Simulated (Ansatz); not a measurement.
Geometry optimisation, UKS PBE/def2-SVP (Ansatz).

Input file:

```yaml
crystal:
  periodic: [false, false, false]
  atoms:
    - { symbol: Al, position_ang: [-0.455791, -0.444117, 0.066751] }
    - { symbol: H, position_ang: [1.796803, 0.018853, 1.696602] }
    - { symbol: C, position_ang: [0.040026, 0.758034, -1.369005] }
    - { symbol: O, position_ang: [-1.757799, -0.083858, 1.119153] }
    - { symbol: H, position_ang: [1.637645, -0.60774, 1.407648] }
    - { symbol: F, position_ang: [0.375887, -1.965409, 0.25256] }
    - { symbol: H, position_ang: [-0.584522, 1.672783, -1.375435] }
    - { symbol: H, position_ang: [1.104629, 1.057249, -1.281225] }
    - { symbol: H, position_ang: [-0.075706, 0.250479, -2.348651] }
    - { symbol: H, position_ang: [-2.081171, -0.656075, 1.831701] }
magnetization:
  spin_polarized: true
basis:
  gaussian: { orbitals: def2-SVP }
hamiltonian:
  xc: pbe
relax:
  f_tol: 0.03
  max_steps: 50
```

Command:

```bash
$ ansatz run input.yaml --threads 2 --pin off --max-ram 3072MiB --backend cpu --events-out ev --progress --plain --runs-dir out
```

Question: Where does it end, and by what steps?

Answer: The forces met the threshold. The force dipped under the threshold on the way, but the program's further checks kept it going. After 17 steps the energy has fallen by 0.143 eV; H7 moved furthest, 0.59 Å.

```json
{"step": "0", "energy less start (eV)": "0.0000", "largest force component (eV/Å)": "2.329", "accepted": "yes"}
{"step": "1", "energy less start (eV)": "-0.0962", "largest force component (eV/Å)": "1.010", "accepted": "yes"}
{"step": "2", "energy less start (eV)": "-0.1124", "largest force component (eV/Å)": "0.743", "accepted": "yes"}
{"step": "3", "energy less start (eV)": "-0.1237", "largest force component (eV/Å)": "0.479", "accepted": "yes"}
{"step": "4", "energy less start (eV)": "-0.1330", "largest force component (eV/Å)": "0.126", "accepted": "yes"}
{"step": "5", "energy less start (eV)": "-0.1346", "largest force component (eV/Å)": "0.152", "accepted": "yes"}
{"step": "6", "energy less start (eV)": "-0.1375", "largest force component (eV/Å)": "0.082", "accepted": "yes"}
{"step": "7", "energy less start (eV)": "-0.1386", "largest force component (eV/Å)": "0.037", "accepted": "yes"}
{"step": "8", "energy less start (eV)": "-0.1393", "largest force component (eV/Å)": "0.096", "accepted": "yes"}
{"step": "9", "energy less start (eV)": "-0.1399", "largest force component (eV/Å)": "0.064", "accepted": "yes"}
{"step": "10", "energy less start (eV)": "-0.1409", "largest force component (eV/Å)": "0.025", "accepted": "yes"}
{"step": "11", "energy less start (eV)": "-0.1413", "largest force component (eV/Å)": "0.122", "accepted": "yes"}
{"step": "12", "energy less start (eV)": "-0.1418", "largest force component (eV/Å)": "0.045", "accepted": "yes"}
{"step": "13", "energy less start (eV)": "-0.1422", "largest force component (eV/Å)": "0.009", "accepted": "yes"}
{"step": "14", "energy less start (eV)": "-0.1424", "largest force component (eV/Å)": "0.024", "accepted": "yes"}
{"step": "15", "energy less start (eV)": "-0.1425", "largest force component (eV/Å)": "0.032", "accepted": "yes"}
{"step": "16", "energy less start (eV)": "-0.1425", "largest force component (eV/Å)": "0.024", "accepted": "no"}
{"step": "17", "energy less start (eV)": "-0.1426", "largest force component (eV/Å)": "0.007", "accepted": "yes"}
```

```xyz
10
Properties=species:S:1:pos:R:3
Al -0.355 -0.528 0.095
H 1.343 0.354 1.549
C 0.132 0.708 -1.321
O -1.685 -0.173 1.121
H 1.547 -0.380 1.418
F 0.362 -2.055 0.220
H -0.109 1.754 -1.042
H 1.211 0.649 -1.568
H -0.432 0.478 -2.250
H -2.013 -0.807 1.778
```

Whether the end is a true minimum wasn't checked by a vibrational analysis.

Run time: 33 s on 2 threads of Intel(R) Xeon(R) Platinum 8488C (Sapphire Rapids) (shared host), peak memory 0.2 GiB.
